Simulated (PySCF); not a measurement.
## Telling isomers of C6H5FO apart by NMR

PySCF calculation with shieldings: GIAO PBE0/pcSseg-1 and geometry from GFN2-xTB; averaged over atoms made equivalent by symmetry, fast rotation or ring inversion, non-relativistic Hamiltonian, gas phase, one conformer.

Referencing at the same level of theory: ¹H and ¹³C against TMS. Splittings of carbon signals by F and P are missing where no couplings were computed. Where no couplings were computed, multiplicities follow the n + 1 count of equivalent neighbours, and m marks all less simple cases (inequivalent or close neighbours, rings, F or P nearby). Shifts are as computed. Against solution values, carbons near 30 ppm lie about +3 ppm off and those near 130 ppm about +5 ppm. Of 1211 compounds with measured shifts, 218 miss one by over three times the rms of a fit or turn the order of signals round; such compounds aren't used in these exercises. OH and NH positions are gas-phase values without hydrogen bonding to other molecules.

(1) Tabulate the signals of `Oc1cccc(F)c1`, `Oc1ccc(F)cc1` and their relative energies.

(2) What is the quickest way to tell Oc1cccc(F)c1 from Oc1ccc(F)cc1?

## Answers

(1) 
```json
{"SMILES": "Oc1cccc(F)c1", "carbon types": "2×C 4×CH", "δC": "173.6, 164.9, 136.7, 115.3, 112.1, 105.8", "δH": "7.54 (m, 1H), 6.93 (d, 1H), 6.84 (m, 1H), 6.46 (m, 1H), 4.38 (br s, 1H)", "E rel. (kcal/mol)": "0.0"}
{"SMILES": "Oc1ccc(F)cc1", "carbon types": "2×C 4×CH", "δC": "166.1, 159.4, 122.2, 119.5", "δH": "7.24 (m, 2H), 6.90 (m, 2H), 4.17 (br s, 1H)", "E rel. (kcal/mol)": "1.4"}
```

Energies are electronic energies at PBE0/pcSseg-1 on these geometries, without zero-point or thermal terms, each for the one conformer computed, which needn't be the lowest.

(2) Count the carbon signals: 6 against 4. The first has an aromatic CH at 136.7 ppm, the second an aromatic CH at 122.2 ppm. Their most deshielded carbons lie at 173.6 and 166.1 ppm.
